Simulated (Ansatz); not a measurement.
`O[SiH2][O][ZnH]` + H–F → `F[SiH2][O][ZnH]` + H₂O at 298.15 K and 1 bar (ligand exchange at the Si–O bond).

Isolated molecules relaxed with PBE0-D4/def2-TZVP in Ansatz; ΔE leaves out vibrations. CCSD(T)/CBS is the MP2 limit (def2-TZVPP, def2-QZVPP) plus CCSD(T) − MP2 in def2-TZVPP, frozen cores. This one scheme is used for every species. For Zn outer-core shells are correlated without core-valence functions, which leaves a few kJ/mol of doubt a bond. Scalar relativity is left out up to krypton. One conformer a species, not always the lowest.

```tsv
species	CCSD(T)/CBS energy (Eh)	H − E (kJ/mol)	S (J/(mol·K))
`O[SiH2][O][ZnH]`	-2220.32487	130.5	352.5
H–F	-100.39570	33.5	173.6
`F[SiH2][O][ZnH]`	-2244.35972	100.0	341.5
H₂O	-76.37941	66.4	188.7
```

H − E and S are ideal-gas, rigid-rotor, harmonic terms from PBE0-D4/def2-TZVP, for one conformer and one mirror image of each species. 1 Eh = 2625.50 kJ/mol, R = 8.31446 J/(mol·K).

Problem. By hand: ΔE, ΔH, ΔS and ΔG.

Solution. ΔE = (-2244.35972) + (-76.37941) − (-2220.32487) − (-100.39570) = -0.01856 Eh = -48.7 kJ/mol. Δ(H − E) = 100.0 + 66.4 − 130.5 − 33.5 = 2.4, so ΔH = -46.3 kJ/mol. ΔS = 341.5 + 188.7 − 352.5 − 173.6 = 4.1 J/(mol·K). ΔG = -46.3 − 298.15 × (4.1)/1000 = -47.5 kJ/mol.

Problem. By hand: the equilibrium constant, and the temperature at which ΔG would vanish if ΔH and ΔS stayed fixed.

Solution. log₁₀ K = −ΔG/(RT ln 10) = 8.3. ΔH and −TΔS have one sign here, so there is no such temperature. One of them is within its doubt of zero, so this could turn.

The number of gas molecules stays the same, so ΔS is small and ΔH decides. A doubt of 5 kJ/mol in ΔE shifts log₁₀ K by 0.9 here. Other conformers and mirror images would add mixing entropy, several J/(mol·K) or more a flexible species. Modes under 60 cm⁻¹, often nearly free rotors, make the harmonic entropy too high. These are equilibria of isolated gas molecules and say nothing of rates. Largest T1 diagnostic: 0.015 (customary marks: 0.02 for closed shells, 0.045 for open ones).
